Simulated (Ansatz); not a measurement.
Reaction (ligand exchange at the Si–S bond): `CS[Si]Cl` + HCl → `Cl[Si]Cl` + CH₃SH

Program: Ansatz. Geometries: PBE0-D4/def2-TZVP. ΔE: electronic, gas phase. CCSD(T)/CBS is extrapolated from def2-TZVPP and def2-QZVPP, frozen cores. Functionals use def2-TZVPP. One conformer a species, not always the lowest.

```tsv
level	ΔE (kJ/mol)
revPBE	-25.4
r2SCAN0	-24.8
BHLYP	-35.1
RPA@PBE/def2-TZVPP	-25.5
HF/def2-SVP	-38.7
SCS-MP2/def2-QZVPP	-26.9
CCSD/CBS(def2)	-28.9
MP2/CBS(cc)	-21.7
```

Question: What does CCSD(T)/CBS give? (Estimate.)

Answer: Computed: -23.8 kJ/mol. The listed levels differ from it by -1.6, -1.0, -11.3, -1.7, -14.9, -3.1, -5.1, 2.1 kJ/mol.

Largest T1 diagnostic among the species: 0.014.

The D4 term adds +7.7 kJ/mol with B3LYP and +4.3 kJ/mol with PBE0; it sums over pairs of atoms, weighted by their polarisabilities, and B3LYP, whose exchange is more repulsive, gets the larger term. In def2-TZVPP, CCSD(T) changes the Hartree–Fock value by +20.5 kJ/mol (the triples alone add +4.6 kJ/mol) and MP2 by +22.2 kJ/mol.

B3LYP here is the variant with VWN-RPA as its local correlation; programs differ in this.
